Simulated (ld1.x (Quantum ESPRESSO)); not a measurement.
# Si (Z = 14): one change to a TM potential, before and after

ld1.x (Quantum ESPRESSO) 7.5 input, shortened:

```
&input
   title='Si', zed=14., rel=1, dft='PBE', iswitch=3,
   config='[Ne] 3s1.75 3p2.25 3d-2'
 /
 &inputp
   pseudotype=2, tm=.true., lloc=0,
   nlcc=.true., new_core_ps=.true., rcore=1.10
 /
3
3P  2  1   2.25   0.00  1.75  1.75  0.0
3D  3  2  -2.00  -0.15  1.50  1.50  0.0
3S  1  0   1.75   0.00  1.65  1.65  0.0
 &test
   configts(1)='3s1.75 3p2.25'
 /
```

Change: reference 3s2 3p0.

Cutoffs: the cutoffs (Ry, on a coarse ladder) from which the occupation-weighted sum of valence levels, in a spherical-Bessel basis at the reference potential, stays within 10 and 1 mRy of its value at 400 Ry; they do not see the model core or the augmentation charge, which bear on the density cutoff. Errors are all-electron minus pseudo energies relative to the spin-unpolarised reference configuration.

Problem. What does the change do?

Solution. The potential gets harder (15 Ry and 40 Ry → 18 Ry and 40 Ry); the range in which the s phases agree narrows (upper end 4.3 → 3.0); neither file shows a bound ghost.

| quantity | base | changed |
| --- | --- | --- |
| cutoff, loose | 15 Ry | 18 Ry |
| cutoff, tight | 40 Ry | 40 Ry |
| bound ghosts | none | none |
| largest error over its own tests, meV | +47 | +24 |
| s: phases at 1.90 bohr within 0.05 rad from the reference energy up to (Ry; the scan ends near 5) | 4.3 | 3.0 |
| p: phases at 1.90 bohr within 0.05 rad from the reference energy up to (Ry; the scan ends near 5) | 3.6 | 2.7 |
| d: phases at 1.90 bohr within 0.05 rad from the reference energy up to (Ry; the scan ends near 5) | to the end of the scan | 4.9 |
